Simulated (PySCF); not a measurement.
Computed shifts of a molecule C2H6ClFOSi, PySCF with PBE/pcSseg-1, GIAO, gas phase, equivalent atoms averaged, in ppm (number of nuclei): ¹³C: 68.2 (1), 22.2 (1). ²⁹Si: 14.7 (1). ¹⁹F: -181.2 (1). ¹H: 5.76 (1), 4.15 (1), 1.46 (3), 0.04 (1). References: ¹³C against TMS (σ = 182.0 ppm); ¹⁷O against H2O (σ = 334.3 ppm); ²⁹Si against TMS (σ = 335.4 ppm); ¹⁹F against CFCl3 (σ = 133.6 ppm); ³⁵Cl against HCl (σ = 936.5 ppm); ¹H against TMS (σ = 31.49 ppm), references at their B3LYP-D3(BJ)/def2-TZVP geometries, non-relativistic (without spin–orbit terms, shifts of atoms bonded to Cl or Br come out too high). The structure is a stationary point at PBE0-D3(BJ)/def2-SVP. One conformer was computed; it need not be the lowest.

Problem. Identify the compound among the candidates.
A) O[Si@@H](F)CCCl
B) C[Si@](O)(Cl)CF
C) CO[Si@H](Cl)CF
D) C[C@H](O)[Si@H](F)Cl

Solution. D, C[C@H](O)[Si@H](F)Cl
